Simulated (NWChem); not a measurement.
System: MgF2; SMILES [Mg]([F])[F]

```xyz
3

Mg     0.0000     0.0000    -0.0477
F      1.7353     0.0000    -0.0477
F     -1.7353     0.0000    -0.0477
```
Atoms are numbered in this order, from 1.

Results from NWChem. The geometry was optimised at B3LYP/6-31G* (spherical d). GIAO values for the isolated, static molecule; σ is the absolute isotropic shielding, δ = σ(reference) − σ with the isolated reference molecule computed at the same levels (19F: trichlorofluoromethane).

Question: What does the run give for BHandHLYP/pcSseg-1? Quantities: σ Mg1 (ppm); δ F2 (ppm).

Answer: 
```json
{
 "σ Mg1 (ppm)": "543.9",
 "δ F2 (ppm)": "-258.8"
}
```
